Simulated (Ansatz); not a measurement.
Molecule: GaH3, charge 0, multiplicity 1. 
Structure (B3LYP-D3(BJ)/def2-TZVP (Ansatz, a program for electronic structure) minimum search):
```
Ga
H 1 1.5699
H 1 1.5699 2 120.00
H 1 1.5699 2 120.00 3 -180.00
```
Charge 0, spin multiplicity 1.

Basis-set convergence of Hartree-Fock and MP2 correlation energies (hartree) with Ansatz. Correlated levels leave the core frozen unless marked. No spin-orbit coupling. The frozen core is the preceding noble-gas configuration, with the filled d and f shells of earlier blocks. Non-relativistic.

| basis | functions | E(HF) | E(corr, MP2) |
|---|---|---|---|
| cc-pVDZ | 42 | -1924.92828 | -0.07581 |
| cc-pVTZ | 85 | -1925.00133 | -0.09194 |
| cc-pVQZ | 158 | -1925.00524 | -0.09790 |
| cc-pV5Z | 269 | -1925.00572 | -0.10012 |

Extrapolating the two largest sets (X = 4 and 5) as X^-3: E(corr) = (125·(-0.10012) - 64·(-0.09790))/61 = -0.1024 Eh, an estimate of the basis-set limit. The largest set recovers 97.7 % of it, the smallest 74.0 %.
